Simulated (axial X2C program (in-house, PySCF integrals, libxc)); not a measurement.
## Potential curves of InF, 2c

Calculated with an in-house relativistic program for diatomic molecules. Two-component (2c) means X2C with spin–orbit coupling and atomic mean-field two-electron Coulomb and Gaunt terms. Basis: In dyall-cv3z [11s12p9d4f1g], F dyall-av3z [7s6p3d2f] (cores contracted in-house); Gaussian nuclei, density fitting, unrestricted open shells. Masses: In 114.904 u, F 18.998 u.

State: Ω = 0 (closed shell). Energies in eV from the fragments at the same level (In + F). Fits are polynomials in 1 − R0/R over 0.85 to 1.23 times the lowest point R0.

```tsv
R (Å)	MP2	HF	CCSD
1.7391	-4.8256	-2.6619	
1.8191	-5.3468	-3.1679	-5.0040
1.8791	-5.5632	-3.3689	-5.2188
1.9390	-5.6720	-3.4604	-5.3253
1.9990	-5.7014	-3.4716	-5.3514
2.0690	-5.6626	-3.4117	-5.3082
2.1389	-5.5687	-3.2975	-5.2089
2.2289	-5.3947	-3.0995	-5.0269
2.3388	-5.1350	-2.8149	
2.4988	-4.7185	-2.3719
```

Correlated methods: 20 electrons correlated (number of frozen shells: In 4 s, 3 p, 1 d; F 1 s), 258 virtual spin orbitals or spinors in MP2, 110 natural virtuals in coupled cluster.

The state is one determinant whose occupation by symmetry is held fixed; it was picked as the lowest of a PBE0 search that is not exhaustive. The closed shell is kept restricted, so the energy runs too high when the bond is stretched far. Dissociation energies refer to the lowest single-determinant-based atoms at the same level and basis. CCSD ran in a truncated set of natural virtual spinors with an MP2 remainder; without triples it tends to underbind. Coupled cluster ran on the points near the minimum only. MP2 and coupled cluster on one determinant become unreliable at the stretched end.

Task: What are Re, ωe and De at the MP2 level?

Result: At MP2, 2c: Re = 1.996 Å, ωe ≈ 524 cm⁻¹, De = 5.70 eV to In + F; Be follows as 0.26 cm⁻¹.

Task: Fit the HF curve near its minimum: give the equilibrium distance, the harmonic wavenumber and the well depth.

Result: At HF, 2c: Re = 1.978 Å, ωe ≈ 549 cm⁻¹, De = 3.48 eV to In + F; Be follows as 0.264 cm⁻¹.

Task: What are Re, ωe and De at the CCSD level?

Result: At CCSD, 2c: Re = 1.992 Å, ωe ≈ 532 cm⁻¹, De = 5.35 eV to In + F; Be follows as 0.26 cm⁻¹.
